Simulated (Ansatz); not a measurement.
CH7NSiSn can be A, `[CH3][SnH]1[NH][SiH2]1`, or B, `[CH2]1[SiH2][NH][SnH2]1`.

Isolated molecules relaxed with PBE0-D4/def2-TZVP in Ansatz; ΔE leaves out vibrations. CCSD(T)/CBS is the MP2 limit (def2-TZVPP, def2-QZVPP) plus CCSD(T) − MP2 in def2-TZVPP, frozen cores. Functionals use def2-TZVPP. B3LYP here is the variant with VWN-RPA as its local correlation; programs differ in this. Elements past krypton have def2 core potentials. For Sn outer-core shells are correlated without core-valence functions, which leaves a few kJ/mol of doubt a bond.

(1) Which isomer does CCSD(T)/CBS put lower? Give the gap. (An estimate is asked.)

(2) Give E(B) − E(A) in kJ/mol with r2SCAN-D4, B3LYP, PBE0-D4, B2PLYP, PBE-D4, MP2/def2-TZVPP, ωB97M-V. (An estimate is asked.)

Largest T1 diagnostic: 0.014.

## Answers

(1) Ansatz gave: B, by 78.1 kJ/mol.

(2) The calculation gave: r2SCAN-D4 -68.6, B3LYP -64.0, PBE0-D4 -71.6, B2PLYP -71.5, PBE-D4 -59.3, MP2/def2-TZVPP -80.7, ωB97M-V -81.0. None reverses the order clearly.

From PBE to PBE0 (25 % exact exchange), in def2-TZVPP and without D4, E(B) − E(A) moves by −13.0 kJ/mol. In def2-TZVPP, CCSD(T) changes the Hartree–Fock value by +12.7 kJ/mol (the triples alone add +3.1 kJ/mol) and MP2 by +12.5 kJ/mol.
